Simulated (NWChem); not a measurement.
AlNH$_{4}$; SMILES [NH2][AlH2]

```xyz
6

Al     0.0000     0.0000     0.6471
H      0.0000    -1.3603     1.4775
H      0.0000     1.3603     1.4775
N      0.0000     0.0000    -1.1540
H      0.8266     0.0000    -1.7388
H     -0.8266     0.0000    -1.7388
```
Atoms are numbered in this order, from 1.

This is a stationary point of B3LYP/6-31G* (spherical d) (NWChem), point group C2v. 

**Question.** Is it a minimum? If not, what does it relax to?

**Answer.** No. It has an imaginary frequency of 595i cm⁻¹. Following that mode (on a finer grid) lowers the energy by 13.0 kcal/mol and ends, with real frequencies alone, at point group C2v:
```xyz
6

Al     0.0000     0.0000     0.6739
H     -0.5771    -1.2809     1.4109
H      0.5771     1.2809     1.4109
N      0.0000     0.0000    -1.1071
H      0.3416     0.7581    -1.6855
H     -0.3416    -0.7581    -1.6855
```
